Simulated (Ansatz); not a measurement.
Relaxation of Cl3H2NSn (7 atoms, charge 0, multiplicity 1), to a largest force component of 0.03 eV/Å in at most 50 steps.

Theory: RKS B3LYP-D4/def2-SVP (Ansatz).

```xyz
7
Properties=species:S:1:pos:R:3
Sn 0.408 0.347 0.887
Cl -1.998 -0.221 -1.876
N 1.001 -1.088 -0.274
H -0.925 -0.909 -1.544
Cl 0.961 2.626 1.138
Cl -1.110 -0.111 2.604
H 1.662 -0.645 -0.935
```

Where does it end, and by what steps?

The run converged. After 13 steps the energy has fallen by 3.071 eV; H4 moved furthest, 1.39 Å. Parted: Cl2–H4 (1.32 → 3.43 Å). Joined: Sn1–Cl2 (3.71 → 2.35 Å), N3–H4 (2.31 → 1.02 Å).

| step | energy less start (eV) | largest force component (eV/Å) | accepted |
| --- | --- | --- | --- |
| 0 | 0.0000 | 0.370 | yes |
| 1 | -0.0558 | 0.646 | yes |
| 2 | -0.0936 | 0.525 | yes |
| 3 | -0.1449 | 0.507 | yes |
| 4 | -0.3163 | 1.655 | yes |
| 5 | -1.0635 | 3.118 | yes |
| 6 | -2.0117 | 1.707 | yes |
| 7 | -2.5367 | 1.715 | yes |
| 8 | -2.7719 | 1.619 | yes |
| 9 | -2.9769 | 0.766 | yes |
| 10 | -3.0594 | 0.328 | yes |
| 11 | -3.0709 | 0.066 | yes |
| 12 | -3.0711 | 0.051 | yes |
| 13 | -3.0714 | 0.005 | yes |

```xyz
7
Properties=species:S:1:pos:R:3
Sn -0.371 0.356 0.371
Cl -2.283 0.755 -0.935
N 0.787 -1.064 -0.504
H 0.386 -1.350 -1.400
Cl 0.844 2.346 0.661
Cl -1.092 -0.338 2.486
H 1.727 -0.704 -0.680
```

Whether the end is a true minimum wasn't checked by a vibrational analysis.

Time of the run: 40 s on 2 threads of Intel(R) Xeon(R) 6975P-C (Granite Rapids), on a shared host, peak memory 0.27 GiB.
